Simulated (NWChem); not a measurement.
System: TiO, triplet; SMILES [Ti]=[O]

Here is an NWChem input.

```
start job
memory heap 200 mb stack 900 mb global 1100 mb
geometry units angstroms
  Ti     0.013219    -0.007210    -0.420005
  O     -0.039549     0.021572     1.256569
end
basis spherical
  * library def2-svp
end
dft
  odft
  mult 3
  xc pbe0
  iterations 150
end
driver
  maxiter 120
end
task dft optimize
task dft freq
```

Parts of the log:

```
             Northwest Computational Chemistry Package (NWChem) 7.3.0
             --------------------------------------------------------

 ORDER OF PRIMARY AXIS IS BEING SET TO 4
 C4V symmetry detected

                             Geometry "geometry" -> ""
                             -------------------------

 Output coordinates in angstroms (scale by  1.889725989 to convert to a.u.)

  No.       Tag          Charge          X              Y              Z
 ---- ---------------- ---------- -------------- -------------- --------------
    1 Ti                  22.0000     0.00000000     0.00000000    -0.44737363
    2 O                    8.0000     0.00000000     0.00000000     1.23027748

 Effective nuclear repulsion energy (a.u.)      55.5152351618

      Symmetry information
      --------------------

 Group name             C4v
 Group number             18
 Group order               8
 No. of unique centers     2

                                Z-matrix (autoz)
                                --------

 Units are Angstrom for bonds and degrees for angles

      Type          Name      I     J     K     L     M      Value
      ----------- --------  ----- ----- ----- ----- ----- ----------
    1 Stretch                  1     2                       1.67765

                           NWChem Geometry Optimization
                           ----------------------------

 maximum gradient threshold         (gmax) =   0.000450
 rms gradient threshold             (grms) =   0.000300
 maximum cartesian step threshold   (xmax) =   0.001800
 rms cartesian step threshold       (xrms) =   0.001200
 fixed trust radius                (trust) =   0.300000
 source of zmatrix                         =   autoz

          -------------------
          Energy Minimization
          -------------------

 Using diagonal initial Hessian
 Scaling for Hessian diagonals: bonds = 1.00  angles = 0.25  torsions = 0.10

          --------
          Step   0

                                 NWChem DFT Module
                                 -----------------

 Summary of "ao basis" -> "ao basis" (spherical)
 ------------------------------------------------------------------------------
       Tag                 Description            Shells   Functions and Types
 ---------------- ------------------------------  ------  ---------------------
 Ti                         def2-svp                11       31   5s3p2d1f
 O                          def2-svp                 6       14   3s2p1d

      Symmetry analysis of basis
      --------------------------

        a1         17
        a2          0
        b1          4
        b2          4
        e          20

            General Information
            -------------------
          SCF calculation type: DFT
          Wavefunction type:  spin polarized.
          No. of atoms     :     2
          No. of electrons :    30
           Alpha electrons :    16
            Beta electrons :    14
          Charge           :     0
          Spin multiplicity:     3
          Use of symmetry is: on ; symmetry adaption is: on
          Maximum number of iterations: 150
          AO basis - number of functions:    45
                     number of shells:    17
          Convergence on energy requested:  1.00D-06
          Convergence on density requested:  1.00D-05
          Convergence on gradient requested:  5.00D-04

              XC Information
              --------------
                         PBE0 Method XC Functional
                     Hartree-Fock (Exact) Exchange  0.250
          PerdewBurkeErnzerhof Exchange Functional  0.750
            Perdew 1991 LDA Correlation Functional  1.000 local
           PerdewBurkeErnz. Correlation Functional  1.000 non-local

             Grid Information
             ----------------
          Grid used for XC integration:  medium
          Radial quadrature: Mura-Knowles
          Angular quadrature: Lebedev.
          Tag              B.-S. Rad. Rad. Pts. Rad. Cut. Ang. Pts.
          ---              ---------- --------- --------- ---------
          Ti                  1.40      112          10.0       590
          O                   0.60       49           7.0       434
          Grid pruning is: on
          Number of quadrature shells:   161
          Spatial weights used:  Erf1

      Superposition of Atomic Density Guess
      -------------------------------------

 Sum of atomic energies:        -922.94970046

      Non-variational initial energy
      ------------------------------

 Total energy =    -922.446559
 1-e energy   =   -1375.735887
 2-e energy   =     397.774092
 HOMO         =      -0.176113
 LUMO         =       0.062514

   Symmetry analysis of molecular orbitals - initial alpha
   -------------------------------------------------------

 !! scf_movecs_sym_adapt:    8 vectors were symmetry contaminated

  Symmetry fudging

 !! scf_movecs_sym_adapt:    8 vectors were symmetry contaminated

  Numbering of irreducible representations:

     1 a1          2 a2          3 b1          4 b2          5 e

  Orbital symmetries:

[...]

      ----------------------
      Optimization converged
      ----------------------

  Step       Energy      Delta E   Gmax     Grms     Xrms     Xmax
  ---- ---------------- -------- -------- -------- -------- --------
@    3    -924.21423776 -1.0D-08  0.00001  0.00001  0.00004  0.00007
                                     ok       ok       ok       ok

                                Z-matrix (autoz)
                                --------

 Units are Angstrom for bonds and degrees for angles

      Type          Name      I     J     K     L     M      Value     Gradient
      ----------- --------  ----- ----- ----- ----- ----- ---------- ----------
    1 Stretch                  1     2                       1.58837   -0.00001

                         Geometry "geometry" -> "geometry"
                         ---------------------------------

 Output coordinates in angstroms (scale by  1.889725989 to convert to a.u.)

  No.       Tag          Charge          X              Y              Z
 ---- ---------------- ---------- -------------- -------------- --------------
    1 Ti                  22.0000     0.00000000     0.00000000    -0.40273162
    2 O                    8.0000     0.00000000     0.00000000     1.18563547

 Effective nuclear repulsion energy (a.u.)      58.6358133934

      Symmetry information
      --------------------

 Group name             C4v
 Group number             18
 Group order               8
 No. of unique centers     2

                Final and change from initial internal coordinates
                --------------------------------------------------

                                Z-matrix (autoz)
                                --------

 Units are Angstrom for bonds and degrees for angles

      Type          Name      I     J     K     L     M      Value       Change
      ----------- --------  ----- ----- ----- ----- ----- ---------- ----------
    1 Stretch                  1     2                       1.58837   -0.08928

 ==============================================================================
                                internuclear distances
 ------------------------------------------------------------------------------
       center one      |      center two      | atomic units |  angstroms
 ------------------------------------------------------------------------------
    2 O                |   1 Ti               |     3.00158  |     1.58837
 ------------------------------------------------------------------------------
                         number of included internuclear distances:          1
 ==============================================================================

[second-derivative integrals and response iterations left out]

  Vibrational analysis via the FX method

  See chapter 2 in "Molecular Vibrations" by Wilson, Decius and Cross

  Vib: Default input used

[...]

 Rotational Constants
 --------------------
 A=   0.000000 cm-1  (  0.000000 K)
 B=   0.563173 cm-1  (  0.810262 K)
 C=   0.563173 cm-1  (  0.810262 K)

 Temperature                      =   298.15K
 frequency scaling parameter      =   1.0000

 Linear Molecule

 Zero-Point correction to Energy  =    1.611 kcal/mol  (  0.002568 au)
 Thermal correction to Energy     =    3.106 kcal/mol  (  0.004949 au)
 Thermal correction to Enthalpy   =    3.698 kcal/mol  (  0.005893 au)

 Total Entropy                    =   52.050 cal/mol-K
   - Translational                =   38.273 cal/mol-K (mol. weight =  61.9429)
   - Rotational                   =   13.722 cal/mol-K (symmetry #  =        1)
   - Vibrational                  =    0.056 cal/mol-K

 Cv (constant volume heat capacity) =    5.223 cal/mol-K
   - Translational                  =    2.979 cal/mol-K
   - Rotational                     =    1.986 cal/mol-K
   - Vibrational                    =    0.257 cal/mol-K

[normal modes left out]

 ----------------------------------------------------------------------------
 Normal Eigenvalue ||           Projected Infra Red Intensities
  Mode   [cm**-1]  || [atomic units] [(debye/angs)**2] [(KM/mol)] [arbitrary]
 ------ ---------- || -------------- ----------------- ---------- -----------
    1        0.000 ||    0.004122           0.095         4.018       1.220
    2        0.000 ||    0.004122           0.095         4.018       1.220
    3        0.000 ||    0.011868           0.274        11.570       3.512
    4        0.000 ||    0.011868           0.274        11.570       3.512
    5        0.000 ||    0.000000           0.000         0.000       0.000
    6     1127.641 ||    0.170806           3.941       166.510      50.538
 ----------------------------------------------------------------------------
```

Level: PBE0/def2-SVP, spin-unrestricted.
